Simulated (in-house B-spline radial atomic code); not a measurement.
Whole-atom quantities along the 41-electron series, configuration [Kr] 4d5. Breit and QED terms are first order and not part of the total energy; the density at the nucleus is averaged over the nuclear charge. Computed with an all-electron radial atomic-structure program (B-spline basis): Dirac-Hartree-Fock, average of the configuration, finite nuclei.

```csv
ion,Z,E/Z² (Eh),Σ<r²> (bohr²),n(0)/Z³ (bohr⁻³),Lamb diamagnetic shielding (ppm),repulsion over attraction,Breit energy (eV),self-energy (eV),vacuum polarisation (eV),Dirac less non-relativistic energy (Eh)
Cs14+,55,-2.5515,9.2756,1.6951,5914.01,0.13002,165,127.58,-17.525,-232.78
Ba15+,56,-2.5687,8.6786,1.7466,6056.53,0.1281,175.47,136.1,-18.969,-251.96
La16+,57,-2.5856,8.14,1.8017,6200.03,0.12621,186.39,145.04,-20.51,-272.36
Ce17+,58,-2.6023,7.652,1.8589,6344.54,0.12436,197.78,154.43,-22.155,-294.04
Pr18+,59,-2.6187,7.2081,1.9194,6490.1,0.12254,209.66,164.28,-23.91,-317.06
Nd19+,60,?,?,?,?,?,?,?,?,?
Pm20+,61,-2.6507,6.4316,2.0453,6784.52,0.119,234.9,185.44,-27.771,-367.36
Sm21+,62,-2.6664,6.0906,2.1042,6933.45,0.11728,248.29,196.78,-29.888,-394.75
Eu22+,63,-2.6819,5.7764,2.1747,7083.62,0.1156,262.22,208.66,-32.147,-423.76
Gd23+,64,?,?,?,?,?,?,?,?,?
Tb24+,65,-2.7124,5.2176,2.339,7387.87,0.11232,291.72,234.12,-37.116,-486.89
Dy25+,66,-2.7273,4.9683,2.404,7541.93,0.11072,307.32,247.75,-39.825,-521.08
Ho26+,67,-2.7422,4.7365,2.4952,7697.49,0.10916,323.51,262,-42.722,-557.23
Er27+,68,-2.7568,4.5205,2.5816,7854.48,0.10763,340.3,276.9,-45.794,-595.34
Tm28+,69,?,?,?,?,?,?,?,?,?
Yb29+,70,-2.7858,4.1304,2.7728,8173.12,0.10465,375.74,308.76,-52.534,-677.84
Lu30+,71,-2.8001,3.9538,2.8704,8334.84,0.1032,394.43,325.78,-56.218,-722.39
Hf31+,72,-2.8143,3.7882,2.9875,8498.35,0.10177,413.78,343.57,-60.147,-769.33
Ta32+,73,-2.8285,3.6326,3.106,8663.6,0.10037,433.8,362.16,-64.316,-818.69
W33+,74,-2.8425,3.4862,3.2286,8830.68,0.098999,454.52,381.57,-68.742,-870.58
Re34+,75,-2.8565,3.3483,3.3601,8999.7,0.097649,475.96,401.86,-73.447,-925.12
```

(1) Fill in the row of Nd19+.

(2) Fill in the row of Gd23+.

(3) Fill in the row of Tm28+.

(4) With what power of Z does the column «self-energy (eV)» change over this range?

Answers

(1) E/Z² (Eh): -2.6348; Σ<r²> (bohr²): 6.8028; n(0)/Z³ (bohr⁻³): 1.9823; Lamb diamagnetic shielding (ppm): 6636.75; repulsion over attraction: 0.12075; Breit energy (eV): 222.03; self-energy (eV): 174.61; vacuum polarisation (eV): -25.78; Dirac less non-relativistic energy (Eh): -341.48.

(2) E/Z² (Eh): -2.6972; Σ<r²> (bohr²): 5.4862; n(0)/Z³ (bohr⁻³): 2.2467; Lamb diamagnetic shielding (ppm): 7235.06; repulsion over attraction: 0.11394; Breit energy (eV): 276.69; self-energy (eV): 221.1; vacuum polarisation (eV): -34.549; Dirac less non-relativistic energy (Eh): -454.43.

(3) E/Z² (Eh): -2.7714; Σ<r²> (bohr²): 4.3189; n(0)/Z³ (bohr⁻³): 2.6833; Lamb diamagnetic shielding (ppm): 8013.05; repulsion over attraction: 0.10612; Breit energy (eV): 357.71; self-energy (eV): 292.48; vacuum polarisation (eV): -49.069; Dirac less non-relativistic energy (Eh): -635.54.

(4) A fit of the logarithm of its size against log Z from Z = 55 to 75 has slope 3.70. One-loop self-energy scales as Z⁴F(Zα), with F falling from low Z to about Z = 90.
